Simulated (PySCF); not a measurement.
Species: C3H7ClOSi.
Atom-mapped SMILES: `[CH3:1][O:2]/[CH:3]=[CH:4]\[SiH2:5][Cl:6]` (hydrogens: H7, H8, H9 on C1; H10 on C3; H11 on C4; H12, H13 on Si5)

Method: PySCF, PBE0-D3(BJ)/def2-SVP geometry optimisation, gas phase; density fitting, grid level 1; the optimiser is geomeTRIC in internal coordinates, started from a GFN2-xTB structure with every atom displaced at random (about 0.01 Å).

Step 0: E = -25649.1656 eV
```
atom  x, y, z in Å  |  force x, y, z in eV/Å
C1     -2.2210   -0.4386    0.5337   -0.368   1.557   0.192
O2     -0.8500   -0.3461    0.3581    0.813   0.378  -0.548
C3     -0.4040    0.6525   -0.4411    3.077  -0.934   0.478
C4      0.9501    0.7936   -0.6842   -2.968  -1.304   1.145
Si5     2.1675   -0.3881    0.0531   -0.664   0.684   0.046
Cl6     3.9909    0.2217   -0.5909    1.082   0.254  -0.332
H7     -2.4147   -1.2472    1.2068   -0.215  -0.756   0.614
H8     -2.6203    0.5131    0.9674    0.063  -0.454   0.007
H9     -2.7484   -0.5930   -0.4008   -0.282  -0.298  -0.625
H10    -1.1382    1.3164   -0.8391   -0.884   0.673  -0.414
H11     1.2161    1.6053   -1.3046    0.536   1.085  -0.858
H12     1.9825   -1.7554   -0.3894   -0.168  -0.797  -0.190
H13     2.1647   -0.3065    1.5175   -0.020  -0.091   0.486
```

Step 1: E = -25649.3267 eV
```
atom  x, y, z in Å  |  force x, y, z in eV/Å
C1     -2.2289   -0.4046    0.5527    0.044  -0.209  -0.055
O2     -0.8311   -0.2517    0.4690   -0.080  -0.085   0.205
C3     -0.3761    0.6897   -0.3669   -0.349   0.044  -0.705
C4      0.9037    0.7293   -0.7675    0.146   0.482   0.246
Si5     2.1619   -0.3938    0.0021    0.238  -0.008   0.008
Cl6     4.0844    0.2774   -0.4989   -0.320  -0.107  -0.012
H7     -2.4295   -1.2441    1.2366    0.065   0.131  -0.063
H8     -2.7181    0.5006    0.9426   -0.002   0.110   0.068
H9     -2.6612   -0.6446   -0.4355    0.011  -0.012   0.055
H10    -1.1513    1.3763   -0.7680    0.276  -0.105   0.200
H11     1.2012    1.5666   -1.4162   -0.061  -0.261   0.074
H12     2.0414   -1.8101   -0.4527    0.033   0.031  -0.035
H13     2.0787   -0.3632    1.4893   -0.001  -0.012   0.012
```

Step 2: E = -25649.3509 eV
```
atom  x, y, z in Å  |  force x, y, z in eV/Å
C1     -2.2154   -0.4079    0.5610    0.029  -0.008   0.021
O2     -0.8253   -0.2402    0.4326   -0.323  -0.087  -0.040
C3     -0.3976    0.6898   -0.4350    0.303  -0.104   0.130
C4      0.9052    0.7492   -0.7448    0.032   0.403  -0.057
Si5     2.1456   -0.3990    0.0179    0.052   0.004   0.013
Cl6     4.0554    0.2827   -0.4733   -0.126  -0.037  -0.009
H7     -2.3750   -1.2181    1.2831   -0.019   0.016   0.012
H8     -2.6978    0.5102    0.9396   -0.010  -0.004  -0.001
H9     -2.6790   -0.6917   -0.3994   -0.004  -0.003   0.009
H10    -1.1550    1.3873   -0.8263    0.024  -0.088   0.030
H11     1.2247    1.5787   -1.3815    0.045  -0.089  -0.098
H12     2.0377   -1.7959   -0.4926   -0.013   0.000  -0.005
H13     2.0516   -0.4176    1.5054    0.010  -0.003  -0.005
```

Problem. Estimate the geometry and energy of step 3. (The exact step hangs on the optimiser's Hessian estimate; all steps are aligned on step 2, rigid shifts and turns removed.)

Solution. E = -25649.3482 eV, largest force 0.556 eV/Å
```
atom  x, y, z in Å  |  force x, y, z in eV/Å
C1     -2.2611   -0.4014    0.5452    0.036   0.215   0.024
O2     -0.8652   -0.2807    0.4476    0.479  -0.080  -0.228
C3     -0.3752    0.6374   -0.4069   -0.252   0.265   0.204
C4      0.9261    0.7664   -0.7020   -0.105  -0.425   0.344
Si5     2.1826   -0.3838    0.0285    0.034  -0.012  -0.069
Cl6     4.0541    0.3027   -0.5506    0.092   0.020   0.013
H7     -2.4592   -1.1873    1.2803   -0.040  -0.066   0.066
H8     -2.7174    0.5418    0.9009   -0.007  -0.077  -0.053
H9     -2.7166   -0.6894   -0.4166    0.001   0.005  -0.029
H10    -1.1235    1.3326   -0.7969   -0.193   0.106  -0.194
H11     1.2233    1.5778   -1.3644    0.000   0.078  -0.097
H12     2.0650   -1.7732   -0.4972   -0.045  -0.035   0.033
H13     2.1423   -0.4152    1.5186    0.000   0.004  -0.014
```

The energy changes by +0.0027 eV. The first-order estimate −F·Δx gives -0.0449 eV and the mean of the old and new forces, exact on a quadratic surface, +0.0022 eV. The step makes an angle of 72° with the force vector and moves no atom by more than 0.092 Å. The energy falls at the start of this step and ends higher, so the step passed the lowest point of its straight line.

What follows is the cost of the whole optimisation. On Arm Neoverse V2, one thread, no GPU, shared host, this took 63 s and 0.52 GiB of memory at its peak.
